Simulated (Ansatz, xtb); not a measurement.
Relative energy of two isomers of C2H5Ge−

Structure I: `C=[CH][GeH2-]`, a singlet. Structure II: `[CH2]1[CH2][GeH-]1`, a singlet. Both are isolated ions in the gas phase, relaxed with PBE0-D3(BJ)/def2-SVPD; the shapes shown needn't be the lowest conformers.

I (Å):

```yaml
atoms:
  - { symbol: C, position_ang: [-0.5515, 0.1830, 0.9358] }
  - { symbol: C, position_ang: [-0.4411, -0.6166, -0.1407] }
  - { symbol: Ge, position_ang: [0.7257, 0.4614, 2.4585] }
  - { symbol: H, position_ang: [-1.5381, 0.6602, 1.0673] }
  - { symbol: H, position_ang: [0.4963, -1.1392, -0.3676] }
  - { symbol: H, position_ang: [-1.2692, -0.7882, -0.8434] }
  - { symbol: H, position_ang: [2.0626, 0.1853, 1.6105] }
  - { symbol: H, position_ang: [0.7961, 2.0588, 2.2870] }
```

II (Å):

```xyz
8

C    -0.6904   -0.0349    1.2639
C     0.5102   -0.3617    0.4242
Ge   -0.0562    1.6029    0.1915
H    -1.6445   -0.4874    0.9654
H    -0.5588   -0.0364    2.3520
H     1.4465   -0.5820    0.9495
H     0.3522   -1.0310   -0.4309
H     0.9158    2.1177    1.3808
```

Problem. Estimate which is lower in electronic energy at CCSD(T)/def2-SVPD + ΔMP2/def2-TZVPPD, and by roughly how much.

Solution. Not settled: CCSD(T)/def2-SVPD + ΔMP2/def2-TZVPPD gives E(II) − E(I) = −9.3 kJ/mol, but this leans on the basis-set step: CCSD(T) alone gives −1.5 kJ/mol.

The same difference at several levels:

```
                               level               geometry  E(II) − E(I) (kJ/mol)  departure from the last row (kJ/mol)  job, with rough time for the two
                            GFN2-xTB               GFN2-xTB                    −8.9                                  +0.3               optimisation, 0.2 s
                           HF/STO-3G               GFN2-xTB                   −68.1                                 −58.9              single point, 0.28 s
                 r2SCAN-D4/def2-SVPD               GFN2-xTB                   −10.5                                  −1.2               single point, 4.3 s
               PBE0-D3(BJ)/def2-SVPD  PBE0-D3(BJ)/def2-SVPD                   −17.3                                  −8.1                optimisation, 45 s
                        HF/def2-SVPD  PBE0-D3(BJ)/def2-SVPD                   +23.3                                 +32.6           part of the CCSD(T) run
                       MP2/def2-SVPD  PBE0-D3(BJ)/def2-SVPD                   −16.6                                  −7.3           part of the CCSD(T) run
                   CCSD(T)/def2-SVPD  PBE0-D3(BJ)/def2-SVPD                    −1.5                                  +7.8                      single point
CCSD(T)/def2-SVPD + ΔMP2/def2-TZVPPD  PBE0-D3(BJ)/def2-SVPD                    −9.3                                                      single point, 36 s
```

As drawn, II has 1 C–C, 1 C–Ge, 1 C–H in place of 1 C=C, 1 Ge–H. Structure I has no ring, II a 3-membered ring.

HF/def2-SVPD puts the two in the other order. CCSD(T)/def2-SVPD finds them nearly level. The largest departure from CCSD(T)/def2-SVPD + ΔMP2/def2-TZVPPD is that of HF/STO-3G, 58.9 kJ/mol. The last row adds to CCSD(T) the change of the MP2 difference between the two basis sets, here −7.8 kJ/mol.

With harmonic frequencies from PBE0-D3(BJ)/def2-SVPD (ideal gas, rigid rotor, one conformer each, 298.15 K, 1 atm): on the last row, ΔE + ΔZPE = +1.6, ΔH = −0.3, ΔG = +3.9 kJ/mol.

The correlated steps freeze 11 core orbitals; the filled d shell of Ge is correlated, in a basis made for valence electrons. Mirror images aren't counted in ΔG. Codes used: Ansatz 0.2.0, xtb 6.7.1; the last row on 2 threads of Arm Neoverse V1 on a shared host.
